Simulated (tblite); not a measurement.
C₇H₁₁OPS.
Numbering: `[CH3:1][CH:2]([CH3:3])[P@@H:4](=[O:5])[c:6]1[cH:7][cH:8][cH:9][s:10]1` (hydrogens: H11, H12, H13 on C1; H14 on C2; H15, H16, H17 on C3; H18 on P4; H19 on C7; H20 on C8; H21 on C9)

The geometry is computed with GFN2-xTB (gas phase).

Give the optimised bond lengths and angles.

```csv
bond,length (pm),order
C1–C2,152.5,single
C2–C3,152.0,single
C2–P4,184.3,single
P4=O5,146.2,double
P4–C6,179.5,single
C6–C7,136.6,aromatic
C7–C8,140.9,aromatic
C8–C9,135.9,aromatic
C9–S10,171.6,aromatic
C6–S10,173.2,aromatic
"C1–H11, C1–H12, C1–H13",108.9,single
C2–H14,109.8,single
"C3–H15, C3–H16, C3–H17",108.8,single
P4–H18,139.9,single
C7–H19,107.5,single
C8–H20,107.5,single
C9–H21,107.2,single
```

Bonds in one row agree within 1 pm and their mean is given. Orders are formal, as drawn. A selection of angles:
```csv
angle,degrees
C1–C2–C3,112.2
C1–C2–P4,105.5
C3–C2–P4,113.1
C2–P4–O5,114.1
C2–P4–C6,109.1
O5–P4–C6,112.9
P4–C6–C7,124.4
P4–C6–S10,124.2
C7–C6–S10,111.3
C6–C7–C8,112.8
C7–C8–C9,112.5
C8–C9–S10,112.3
C6–S10–C9,91.0
```

Dihedral angles: C1–C2–P4–O5 59° (synclinal); C2–P4–C6–C7 -112° (anticlinal).

P4 (phosphoryl phosphorus) is distorted tetrahedral (angles from 102.7° to 114.4°). Of the pairs four or more bonds apart, S10···H16 is among the closest relative to their van der Waals radii: 2.82 Å, 94 % of the sum of Bondi's values. The 5-membered ring C6–C7–C8–C9–S10 has internal angles of 91.0° to 112.8° (sum 540°, against 540° for a flat polygon); it is planar, 0.00 Å rms from its mean plane, widest ring torsion 0°. The 2 C–P bonds span 1.795 Å (P4–C6, drawn single) to 1.843 Å (C2–P4, drawn single), a spread of 0.048 Å. The 5 C–C bonds span 1.359 Å (C8–C9, aromatic) to 1.525 Å (C1–C2, drawn single), a spread of 0.166 Å.

Point group: C1 (no symmetry element, even within 0.4 Å). Its GFN2-xTB frequencies are all real (lowest 28 cm⁻¹). The numbers are those of one conformer. 3 starts were optimised and ended at 0.00, 0.02 and 0.62 kcal/mol (GFN2-xTB); the lowest of these is shown.
